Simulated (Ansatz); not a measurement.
Born–Oppenheimer molecular dynamics of F₂H₄OW (8 atoms, charge 0, multiplicity 1). It starts from a relaxed structure.

The calculation used RKS PBE/def2-SVP in Ansatz 0.2.0.

| Property | Result |
| --- | --- |
| ensemble | NVE (velocity Verlet) |
| time step | 1 fs |
| steps asked | 150 |
| starting velocities drawn for | 100 K |
| seed | 397080 |

First frame:

```xyz
8
Properties=species:S:1:pos:R:3
W -0.325 0.161 -0.332
H 0.066 -0.030 1.298
H 1.302 -0.027 0.073
O 0.156 1.966 0.113
H -0.396 2.584 -0.421
F -2.038 -0.393 0.256
H 0.224 -1.331 0.211
F 0.247 -0.432 -2.037
```

How far do the bonds stretch over the last three quarters of this one trajectory? (Pairs bonded in most of those frames.)


```tsv
bond	mean (Å)	spread (Å)	shortest	longest
W1–H2	1.687	0.009	1.67	1.70
W1–H3	1.691	0.033	1.64	1.74
W1–O4	1.922	0.009	1.91	1.94
W1–F6	1.898	0.010	1.88	1.92
W1–H7	1.681	0.014	1.66	1.72
W1–F8	1.898	0.009	1.88	1.91
O4–H5	0.987	0.007	0.98	1.00
```

Pairs bonded in part of these frames only: W1–H5 11 %.

Mean temperature of the second half: 184 K. The conserved energy stayed within 0.16 meV per atom of its start (net change 0.082 meV per atom), so the integration is sound. The kinetic energy rose, since the run started high on the potential surface and went downhill. A run of 0.15 ps of so small a system gives no equilibrium averages.

Time of the run: 6.2 min on 1 thread of Intel(R) Xeon(R) Platinum 8488C (Sapphire Rapids) (shared host), peak memory 0.14 GiB.
